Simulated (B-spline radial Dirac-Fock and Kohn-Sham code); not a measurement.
# f′ and f″ of Sm, 2.9844 keV to 12 keV

Model: the dispersion relation over Dirac-Hartree-Slater subshell photoionisation cross sections, with the Kissel-Pratt high-energy constant (isolated atom, no bound-bound lines or fine structure). Program: an atomic code on a B-spline grid. The forward scattering factor is f₀ + f′ + i f″.

Edges near this range: L1 7737.0 eV, L2 7312.0 eV, L3 6716.0 eV.

```
hν (eV)  λ (Å)   f′ (e)  f″ (e)  tabulated f′  tabulated f″
 2984.4  4.154   -4.484  12.848         -4.52         12.55
   3215  3.856   -4.320  11.532         -4.35         11.15
   3587  3.456   -4.274   9.813         -4.34          9.37
   4000  3.100   -4.428   8.332         -4.48          7.90
 4510.9  2.749   -4.818   6.933         -4.87          6.57
   4582  2.706   -4.888   6.768         -4.94          6.42
   4726  2.623   -5.040   6.451         -5.10          6.12
 5414.7  2.290   -6.011   5.215         -6.10          4.94
   6000  2.066   -7.397   4.433         -7.47          4.23
   6202  1.999        ?       ?             ?             ?
 6403.9  1.936   -9.286   3.996         -9.47          3.83
 6930.3  1.789  -10.352   9.933        -10.51          9.89
 8047.8  1.541   -5.283  12.391         -5.31         12.22
   8466  1.464   -3.714  11.459         -3.75         11.34
 9251.7  1.340   -2.128   9.967         -2.15          9.85
  11910  1.041   -0.367   6.631         -0.40          6.46
  12000  1.033   -0.345   6.549         -0.38          6.38
```

Q: What are f′ and f″ at 6202 eV?

A: f′ = -8.158 and f″ = 4.205 electrons (tables: -8.29 and 4.02). By the optical theorem f″ corresponds to a photoabsorption cross section 2 rₑ λ f″ = 47400 b.

Tabulated f′: xraylib 4.2 anomalous scattering factors (Cullen et al., EPDL97); f″: Chantler's tables (J. Phys. Chem. Ref. Data 1995 and 2000). Both are theoretical tables.

Values without a named source are computed, but for edge energies of neutral atoms, which are taken from tables.
